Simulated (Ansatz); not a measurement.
Results of the Gaussian-basis code of Ansatz.

Basis-set series for `[CH3][Al-]([CH3])([Cl])[SeH2+]`. The species carries charge 0 and has multiplicity 1. The geometry is a stationary point of PBE0-D4/def2-TZVP. It is one conformer, not always the lowest.

```json
{"functional": "PBE0-D4", "basis": "def2-SVP", "functions": "136", "energy (Eh)": "-3184.09146", "HOMO (eV)": "-7.31", "LUMO (eV)": "-0.74"}
{"functional": "PBE0-D4", "basis": "def2-QZVPP", "functions": "583", "energy (Eh)": "-3184.79489", "HOMO (eV)": "-7.44", "LUMO (eV)": "-0.95"}
{"functional": "ωB97M-V", "basis": "def2-SVP", "functions": "136", "energy (Eh)": "-3184.49874", "HOMO (eV)": "-9.52", "LUMO (eV)": "1.30"}
{"functional": "ωB97M-V", "basis": "def2-QZVPP", "functions": "583", "energy (Eh)": "-3185.20330", "HOMO (eV)": "-9.67", "LUMO (eV)": "0.72"}
```

(1) Give the rows for def2-TZVPP. (Best estimate.)

Results:

(1) The calculation gave: 
| functional | basis | functions | energy (Eh) | HOMO (eV) | LUMO (eV) |
| --- | --- | --- | --- | --- | --- |
| PBE0-D4 | def2-TZVPP | 306 | -3184.71824 | -7.42 | -0.90 |
| ωB97M-V | def2-TZVPP | 306 | -3185.12911 | -9.65 | 1.05 |

Positive LUMOs are unbound and depend on the basis. Scalar relativity is left out up to krypton.
